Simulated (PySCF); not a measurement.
Symmetry of computed structures. Theory: PBE0-D3(BJ)/def2-SVP geometry optimisation, gas phase, def2 core potentials past Kr in PySCF. The symmetry is that of the one conformer found, every atom within 0.08 Å of its image; none is proved a minimum here.

(1) `Br[Si](I)(I)I`: symmetry, top, dipole?

(2) Point group, rotor type and polarity of `[N:1]#[C:2][CH2:3][AsH2:4]` with C2–C3–As4–H 46° and -46°?

(3) `[CH3:1][n:2]1[cH:3][n:4][cH:5][n:6]1` with H–C1–N2–C3 0° (nearest H): symmetry, top, dipole?

(4) What symmetry has `[CH3:1][C:2]1=[C:3]([CH3:4])[C:5]([CH3:6])=[C:7]([CH3:8])[CH2:9]1` with H–C1–C2–C3 0° (nearest H), H–C4–C3–C2 0° (nearest H), H–C6–C5–C3 59° (nearest H)?

(5) MoClF5 (`[F][Mo]([F])([F])([F])([F])[Cl]`): symmetry, top, dipole?

## Answers

(1) C3v; oblate symmetric top; symmetry number 3; 6 operations, which sort the 5 atoms into 3 sets; dipole 0.31 D, along the axis; A, B, C = 316.0, 314.9, 250.7 MHz.

(2) Cs; near-prolate asymmetric top; symmetry number 1; 2 operations, which sort the 8 atoms into 6 sets; dipole 3.33 D, in the ab plane, which is the mirror; A, B, C = 18668, 2077, 1927 MHz; heavy atoms equivalent by symmetry: none.

(3) Cs; asymmetric top; symmetry number 1; 2 operations, which sort the 11 atoms into 10 sets; dipole 3.36 D, in the ab plane, which is the mirror; A, B, C = 9591, 3812, 2776 MHz.

(4) C2v; asymmetric top; symmetry number 2; 4 operations, which sort the 23 atoms into 10 sets; dipole 0.17 D, along b, the twofold axis; A, B, C = 2209, 1456, 902.0 MHz.

(5) C4v; prolate symmetric top; symmetry number 4; 8 operations, which sort the 7 atoms into 4 sets; dipole 1.03 D, along the axis; A, B, C = 2009, 1404, 1404 MHz.
